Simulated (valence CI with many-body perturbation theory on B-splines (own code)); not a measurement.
# Nd LV: electric-dipole lines

Computed by relativistic CI+MBPT: four valence electrons over a frozen Dirac-Fock core [He], a basis of 11 s, 11 p, 9 d, 7 f, 5 g, 2 h, 1 i functions for each j, with the one-electron correlation potential Σ1, the two-electron term Σ2, the three-electron term Σ3, Breit, model QED; selected CI, second order for the rest (own B-spline code, finite nucleus).

No measured spectrum was set against this ion. As an estimate, large intervals hold to a few tenths of a per cent, small ones and those within an open d or f shell to about a per cent. Among the levels kept, up to 280 cm⁻¹ of a level comes from second order outside the variational space, and about a tenth of that is noise between levels of different J, which matters for small intervals.

Lines 151 to 200 of 271 in falling wavelength, among levels below 555.34 Ry, chosen from the strongest by gf and those to the six lowest levels. Wavelengths and rates use the calculated energies. Electric multipoles are in the length gauge, E1 and E2 with the static RPA response of the core. Weak lines are less certain than strong ones. Lines between different terms over intervals too small for the method are left out, as are lines whose strength nearly cancels. The highest levels of a list are the least certain.

Levels are named by their leading jj configuration (3d3/2^4 stands for four electrons in 3d with j = 3/2), which in mixed levels can hold well under half, so a name can repeat and another be missing. Letters in brackets count levels of one name in rising energy.

```tsv
λ vac (nm)	Upper	Lower	A (s⁻¹)	S (a.u.)
0.2003	(2s 2p1/2 2p3/2 3d5/2) J=2 [a]	(2s 2p1/2 2p3/2^2) J=2 [a]	3.63e+14	7.19e-03
0.2002	(2s 2p1/2^2 3d5/2) J=3	(2s 2p1/2^2 2p3/2) J=2	6.04e+14	1.68e-02
0.2002	(2s 2p1/2 2p3/2 3d5/2) J=4 [b]	(2s 2p1/2 2p3/2^2) J=3	8.07e+14	2.88e-02
0.2000	(2s^2 2p1/2 3d5/2) J=2	(2s^2 2p1/2 2p3/2) J=2	6.89e+13	1.36e-03
0.2000	(2s 2p1/2 2p3/2 3d5/2) J=3 [a]	(2s 2p1/2 2p3/2^2) J=2 [a]	8.02e+14	2.22e-02
0.2000	(2s 2p1/2 2p3/2 3d5/2) J=2 [b]	(2s 2p1/2 2p3/2^2) J=3	4.34e+13	8.55e-04
0.1999	(2s^2 2p1/2 3d5/2) J=3	(2s^2 2p1/2 2p3/2) J=2	6.08e+14	1.68e-02
0.1999	(2s 2p1/2 2p3/2 3d5/2) J=1 [a]	(2s 2p1/2 2p3/2^2) J=2 [a]	7.68e+13	9.08e-04
0.1997	(2s 2p1/2^2 3d5/2) J=2	(2s 2p1/2^2 2p3/2) J=2	3.38e+13	6.65e-04
0.1997	(2s^2 2p3/2 3d5/2) J=2	(2s^2 2p3/2^2) J=2	4.97e+14	9.76e-03
0.1995	(2s^2 2p1/2 3d5/2) J=2	(2s^2 2p1/2 2p3/2) J=1	5.78e+14	1.13e-02
0.1995	(2s 2p1/2 2p3/2 3d3/2) J=2 [c]	(2s 2p1/2 2p3/2^2) J=2 [a]	4.83e+13	9.46e-04
0.1992	(2s^2 2p3/2 3d5/2) J=3	(2s^2 2p3/2^2) J=2	1.00e+15	2.74e-02
0.1991	(2s 2p1/2 2p3/2 3d5/2) J=3 [b]	(2s 2p1/2 2p3/2^2) J=2 [a]	7.95e+13	2.17e-03
0.1991	(2s^2 2p3/2 3p1/2) J=2	(2s 2p1/2^2 2p3/2) J=1	6.10e+11	1.19e-05
0.1989	(2s 2p1/2 2p3/2 3p3/2) J=3 [a]	(2s^2 2p3/2^2) J=2	7.57e+13	2.06e-03
0.1989	(2s^2 2p3/2 3d5/2) J=1	(2s^2 2p3/2^2) J=2	4.98e+13	5.80e-04
0.1988	(2s 2p1/2 2p3/2 3d5/2) J=4 [c]	(2s 2p1/2 2p3/2^2) J=3	2.04e+14	7.12e-03
0.1987	(2s 2p1/2 2p3/2 3p3/2) J=1 [a]	(2s^2 2p3/2^2) J=2	2.63e+12	3.06e-05
0.1983	(2s 2p1/2 2p3/2 3p3/2) J=2 [a]	(2s^2 2p3/2^2) J=2	3.04e+12	5.85e-05
0.1978	(2s 2p1/2 2p3/2 3d5/2) J=3 [c]	(2s 2p1/2 2p3/2^2) J=2 [a]	1.50e+14	4.02e-03
0.1977	(2s 2p1/2 2p3/2 3p3/2) J=2 [b]	(2s^2 2p3/2^2) J=2	2.33e+12	4.45e-05
0.1972	(2s 2p1/2 2p3/2 3p3/2) J=3 [b]	(2s^2 2p3/2^2) J=2	5.98e+12	1.58e-04
0.1967	(2s 2p1/2^2 3p3/2) J=2	(2s^2 2p1/2 2p3/2) J=1	1.04e+13	1.94e-04
0.1959	(2s 2p1/2 2p3/2 3p3/2) J=3 [c]	(2s^2 2p3/2^2) J=2	5.19e+12	1.35e-04
0.1956	(2s 2p1/2 2p3/2 3s) J=2 [b]	(2s 2p1/2^2 2p3/2) J=1	3.38e+12	6.25e-05
0.1954	(2s 2p1/2 2p3/2 3p3/2) J=2 [d]	(2s^2 2p3/2^2) J=2	1.24e+12	2.29e-05
0.1952	(2s 2p1/2 2p3/2 3s) J=2 [a]	(2s 2p1/2^2 2p3/2) J=2	1.63e+13	2.99e-04
0.1947	(2s^2 2p3/2 3p3/2) J=1	(2s 2p1/2^2 2p3/2) J=1	4.89e+12	5.34e-05
0.1945	(2s 2p1/2 2p3/2 3s) J=1 [a]	(2s 2p1/2^2 2p3/2) J=2	1.56e+13	1.70e-04
0.1944	(2s 2p1/2 2p3/2 3s) J=0	(2s 2p1/2^2 2p3/2) J=1	1.96e+13	7.10e-05
0.1942	(2s 2p1/2 2p3/2 3s) J=2 [c]	(2s 2p1/2^2 2p3/2) J=1	8.68e+12	1.57e-04
0.1942	(2s 2p1/2 2p3/2 3s) J=3	(2s 2p1/2^2 2p3/2) J=2	1.88e+13	4.75e-04
0.1940	(2s 2p1/2 2p3/2 3s) J=1 [c]	(2s 2p1/2^2 2p3/2) J=1	2.33e+13	2.52e-04
0.1935	(2s 2p1/2 2p3/2 3s) J=2 [b]	(2s 2p1/2^2 2p3/2) J=2	7.27e+12	1.30e-04
0.1935	(2s^2 2p1/2 3s) J=1	(2s^2 2p1/2^2) J=0	2.35e+13	2.52e-04
0.1935	(2s^2 2p3/2 3p3/2) J=2	(2s 2p1/2^2 2p3/2) J=1	8.11e+12	1.45e-04
0.1932	(2s^2 2p3/2 3s) J=2	(2s^2 2p1/2 2p3/2) J=2	1.39e+13	2.47e-04
0.1930	(2s^2 2p3/2 3s) J=1	(2s^2 2p1/2 2p3/2) J=2	2.14e+13	2.28e-04
0.1930	(2s^2 2p3/2 3p3/2) J=0	(2s 2p1/2^2 2p3/2) J=1	7.71e+12	2.73e-05
0.1927	(2s^2 2p3/2 3s) J=2	(2s^2 2p1/2 2p3/2) J=1	8.41e+12	1.49e-04
0.1925	(2s^2 2p3/2 3s) J=1	(2s^2 2p1/2 2p3/2) J=1	5.72e+12	6.05e-05
0.1923	(2s^2 2p3/2 3p3/2) J=3	(2s 2p1/2^2 2p3/2) J=2	4.51e+12	1.11e-04
0.1915	(2s^2 2p3/2 3p3/2) J=2	(2s 2p1/2^2 2p3/2) J=2	2.50e+12	4.33e-05
0.1872	(2s 2p1/2 2p3/2 3p1/2) J=1 [a]	(2s^2 2p1/2 2p3/2) J=2	1.54e+13	1.50e-04
0.1871	(2s 2p1/2 2p3/2 3d3/2) J=2 [b]	(2s 2p1/2^2 2p3/2) J=1	3.44e+13	5.55e-04
0.1870	(2s 2p1/2 2p3/2 3d3/2) J=1 [b]	(2s 2p1/2^2 2p3/2) J=1	3.25e+13	3.15e-04
0.1868	(2s 2p1/2 2p3/2 3p1/2) J=1 [a]	(2s^2 2p1/2 2p3/2) J=1	5.52e+13	5.32e-04
0.1867	(2s 2p1/2 2p3/2 3d5/2) J=2 [a]	(2s 2p1/2^2 2p3/2) J=1	3.37e+12	5.42e-05
0.1865	(2s 2p1/2 2p3/2 3p1/2) J=2 [a]	(2s^2 2p1/2 2p3/2) J=1	1.41e+14	2.26e-03
```
